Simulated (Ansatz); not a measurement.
`N[SiH2][SnH3]` → `[NH2][SnH3]` + `[SiH2]` at 400 K and 1 bar (silylene formation by 1,1-elimination).

Computed with Ansatz on PBE0-D4/def2-TZVP structures; ΔE is electronic, products minus reactants. CBS: MP2 limit from def2 TZ/QZ plus the TZ coupled-cluster correction, frozen cores. This one scheme is used for every species. Elements past krypton have def2 core potentials. For Sn outer-core shells are correlated without core-valence functions, which leaves a few kJ/mol of doubt a bond. Each species was taken in one conformer, which may not be the lowest.

```tsv
species	CCSD(T)/CBS energy (Eh)	H − E (kJ/mol)	S (J/(mol·K))
`N[SiH2][SnH3]`	-562.02294	199.5	389.7
`[NH2][SnH3]`	-271.71442	141.9	313.9
`[SiH2]`	-290.19011	44.2	218.1
```

H − E and S are ideal-gas, rigid-rotor, harmonic terms from PBE0-D4/def2-TZVP, for one conformer and one mirror image of each species. 1 Eh = 2625.50 kJ/mol, R = 8.31446 J/(mol·K).

Task: By hand: ΔE, ΔH, ΔS and ΔG.

Result: ΔE = (-271.71442) + (-290.19011) − (-562.02294) = 0.11841 Eh = 310.9 kJ/mol. Δ(H − E) = 141.9 + 44.2 − 199.5 = -13.4, so ΔH = 297.5 kJ/mol. ΔS = 313.9 + 218.1 − 389.7 = 142.3 J/(mol·K). ΔG = 297.5 − 400 × (142.3)/1000 = 240.6 kJ/mol.

Task: By hand: the equilibrium constant, and the temperature at which ΔG would vanish if ΔH and ΔS stayed fixed.

Result: log₁₀ K = −ΔG/(RT ln 10) = -31.4. ΔG = 0 at ΔH/ΔS = 2091 K.

The number of gas molecules changes by +1, which sets the sign of ΔS. A doubt of 5 kJ/mol in ΔE shifts log₁₀ K by 0.7 here. Other conformers and mirror images would add mixing entropy, several J/(mol·K) or more a flexible species. Modes under 60 cm⁻¹, often nearly free rotors, make the harmonic entropy too high. These are equilibria of isolated gas molecules and say nothing of rates. Largest T1 diagnostic: 0.014 (customary marks: 0.02 for closed shells, 0.045 for open ones).
